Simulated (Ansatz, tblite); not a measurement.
Isomers of Te$_{4}$Pt (singlet), found by a short tight-binding search and relaxed with B3LYP-D4/def2-SVP in Ansatz.

In the def2 sets Pt, Te take a core potential; there is no spin–orbit coupling. The xTB rows come from tblite. LC-ωPBE has ω = 0.4 bohr⁻¹.

Run but left out: HF/def2-SVP, HF/def2-TZVP, MP2/def2-SVP, MP2/def2-TZVP, CCSD/def2-SVP, CCSD(T)/def2-SVP (A: restricted singlet, unstable towards broken spin symmetry); BHLYP-D4/def2-TZVP (A: restricted singlet, unstable in another Hartree–Fock run and untested here); HF/def2-SVP, MP2/def2-SVP, CCSD/def2-SVP, CCSD(T)/def2-SVP (flagged by the program: other roots).

A further structure is left out (an occupied level 0.56 to 0.57 eV above an empty one); at PBE0-D4/def2-TZVP its energy lies 0.29 eV above the lowest shown.

A: The restricted singlet is unstable towards broken spin symmetry in Hartree–Fock (as tested in another run); at PBE-D4/def2-SVP, PBE-D4/def2-TZVP, r2SCAN-D4/def2-TZVP, PBE0-D4/def2-SVP and others this wasn't settled. B: The restricted singlet is unstable towards broken spin symmetry in Hartree–Fock (as tested in another run); at PBE-D4/def2-SVP, PBE-D4/def2-TZVP, r2SCAN-D4/def2-TZVP, PBE0-D4/def2-SVP and others this wasn't settled. C: The restricted singlet is unstable towards broken spin symmetry in Hartree–Fock (as tested in another run); at PBE-D4/def2-SVP, PBE-D4/def2-TZVP, r2SCAN-D4/def2-TZVP, PBE0-D4/def2-SVP and others this wasn't settled. D: The restricted singlet is unstable towards broken spin symmetry in Hartree–Fock (as tested in another run); at PBE-D4/def2-SVP, PBE-D4/def2-TZVP, r2SCAN-D4/def2-TZVP, PBE0-D4/def2-SVP and others this wasn't settled.

Other spin states weren't relaxed.

A:

```xyz
5

Pt    0.035   -0.284    0.655
Te   -1.990    0.786   -0.664
Te    0.179   -0.226    3.113
Te   -0.214   -0.726   -2.129
Te    1.990    0.451   -0.974
```

B:

Cartesian coordinates in Å:
```
Pt 0.4656 -1.0557 0.0347
Te 0.9794 1.2044 -1.1607
Te -1.5776 0.1514 1.1160
Te -1.3066 -0.8161 -1.8450
Te 1.4391 0.5159 1.8550
```

C:

```
atom   x (Å)   y (Å)   z (Å)
 Pt1   0.584   1.038  -0.753
 Te2  -0.229  -2.326   0.230
 Te3  -0.596   0.283   1.361
 Te4  -1.924   2.009  -0.313
 Te5   2.166  -1.006  -0.524
```

D:

```tsv
atom	x (Å)	y (Å)	z (Å)
Pt1	-0.755	0.244	0.015
Te2	1.892	0.994	-0.005
Te3	0.951	-1.913	-0.051
Te4	-1.825	-2.077	-0.020
Te5	-0.263	2.752	0.061
```

Problem. Estimate their order by electronic energy at PBE0-D4/def2-TZVP, counted from the lowest.

Solution. D (0.0) < C (7.3) < A (26.1) < B (46.3), in kJ/mol.

Problem. Do the other levels pick the same lowest one?

Solution. Not GFN1-xTB, LC-ωPBE/def2-TZVP. Energies above each level's lowest (kJ/mol):

```tsv
level	A	B	C	D
GFN1-xTB	59.9	77.1	0.0	16.6
GFN2-xTB	42.8	74.6	7.3	0.0
PBE-D4/def2-SVP	44.2	73.5	46.1	0.0
PBE-D4/def2-TZVP	43.2	67.7	48.0	0.0
r2SCAN-D4/def2-TZVP	35.5	72.5	43.6	0.0
PBE0-D4/def2-SVP	27.4	51.3	5.6	0.0
PBE0-D4/def2-TZVP	26.1	46.3	7.3	0.0
LC-ωPBE/def2-TZVP	45.3	74.8	0.0	76.2
```
Point groups (tolerance 0.1 Å): A not assigned, B C2v, C not assigned, D C2v. Lower isomers may exist.
